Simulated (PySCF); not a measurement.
Compound: the bromomethyl radical, CH2Br (doublet state).
Bonds: C1–Br2. Hydrogens: H3, H4 on C1.

A GFN2-xTB structure was refined with PySCF 2.14.0, PBE0-D3(BJ)/def2-SVP geometry optimisation, gas phase. Its GFN2-xTB values:

| coordinate | GFN2-xTB |
| --- | --- |
| C1–Br2 | 1.807 Å |
| C1–H3 | 1.074 Å |
| Br2–C1–H3 | 121.2° |
| H3–C1–H4 | 121.8° |

Q: How do these coordinates change at the PBE0-D3(BJ)/def2-SVP level?

A: 
| coordinate | PBE0-D3(BJ)/def2-SVP (Å or °) | change |
| --- | --- | --- |
| C1–Br2 | 1.841 | +0.034 |
| C1–H3 | 1.090 | +0.016 |
| Br2–C1–H3 | 117.8 | -3.4 |
| H3–C1–H4 | 123.7 | +1.9 |

The energy falls by 0.59 kcal/mol over 5 energy and gradient evaluations, the largest force component goes from 0.0166 to 4.0e-04 Eh/bohr, and the atoms move by 0.055 Å rms after alignment. The bond that changes most is C1–Br2 (ends: carbon bonded to Br and 2 H; bromine bonded to C), which lengthens by 0.034 Å. Bonds longer at the end by more than 0.005 Å: 2 of 3; shorter: 0. Rotational constants go from 279129, 11858, 11380 to 270702, 11464, 11002 MHz.

The run used 56 basis functions and 36 SCF cycles in all.

Stationary, but not proved a minimum. ⟨S²⟩ = 0.755 (exact for a doublet: 0.75).
